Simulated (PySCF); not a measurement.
Species: CH₉BOSi₂.
SMILES with atom numbers: `[BH2:1][CH2:2][O:3][SiH2:4][SiH3:5]` (hydrogens: H6, H7 on B1; H8, H9 on C2; H10, H11 on Si4; H12, H13, H14 on Si5)

A GFN2-xTB structure with every atom displaced at random (by about 0.01 Å) was refined with PBE0-D3(BJ)/def2-SVP geometry optimisation, gas phase (PySCF). Values at the start:

```
  coordinate    start
       B1–C2  1.563 Å
       B1–H6  1.196 Å
       C2–O3  1.393 Å
       C2–H8  1.101 Å
      O3–Si4  1.647 Å
     Si4–Si5  2.254 Å
     Si4–H10  1.462 Å
     Si5–H12  1.484 Å
    B1–C2–O3   115.5°
   C2–O3–Si4   129.9°
  O3–Si4–Si5   102.4°
B1–C2–O3–Si4      72°
```

Question: How do these coordinates change at the PBE0-D3(BJ)/def2-SVP level?

Answer: 
| coordinate | PBE0-D3(BJ)/def2-SVP (Å or °) | change |
| --- | --- | --- |
| Si4–Si5 | 2.338 | +0.084 |
| Si4–H10 | 1.502 | +0.040 |
| O3–Si4 | 1.669 | +0.022 |
| C2–O3 | 1.409 | +0.016 |
| B1–H6 | 1.210 | +0.014 |
| C2–H8 | 1.113 | +0.012 |
| Si5–H12 | 1.495 | +0.011 |
| B1–C2 | 1.555 | -0.008 |
| C2–O3–Si4 | 123.2 | -6.7 |
| O3–Si4–Si5 | 106.4 | +4.0 |
| B1–C2–O3 | 118.5 | +3.0 |
| B1–C2–O3–Si4 | 76 | +4 |

The energy falls by 34.1 kJ/mol over 15 energy and gradient evaluations, the largest force component goes from 0.0299 to 1.6e-04 Eh/bohr, and the atoms move by 0.298 Å rms after alignment. The bond that changes most is Si4–Si5 (oxygen-bound silicon to SiH3 silicon), which lengthens by 0.084 Å. Bonds longer at the end by more than 0.005 Å: 10 of 13; shorter: 1. Among the dihedrals that turn most is H10–Si4–Si5–H14, from 31° to 61°. Rotational constants go from 8372, 1297, 1258 to 8774, 1212, 1190 MHz.

The run used 123 basis functions and 90 SCF cycles in all. On Arm Neoverse V1, one thread, shared host, this took 90 s of wall time and 0.51 GiB of memory at its peak.

Not checked by PBE0-D3(BJ)/def2-SVP frequencies. One conformer, not necessarily the lowest.
